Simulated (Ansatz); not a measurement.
Mulliken charges of FH3SeSi, SMILES `F[SiH2][SeH]` from PBE/def2-TZVPP in Ansatz (PBE0-D4/def2-TZVP geometry).

```
atom   x (Å)   y (Å)   z (Å)  charge (e)
  F1  -1.787   0.175  -0.077      -0.270
 Si2  -0.253   0.044  -0.504       0.470
 Se3   1.151   0.690   1.141      -0.150
  H4  -0.029  -1.375  -0.856      -0.057
  H5  -0.011   0.966  -1.634      -0.061
  H6   0.971  -0.564   1.884       0.067
```

Q: By hand: the dipole of these point charges (1 e Å = 4.8032 D).

A: Σ q r = (0.258, -0.148, -0.113) e Å, of length 0.318 e Å = 1.53 D.

Q: How does the dipole of the full density compare? (Estimate.)

A: Ansatz gave: (0.165, -0.136, -0.046) e Å, 1.05 D; the point charges give 1.46 times that, at 13° from its direction.

Point charges leave out the atoms' own dipoles, such as those of lone pairs, and Mulliken's split depends on the basis, so the two needn't agree.
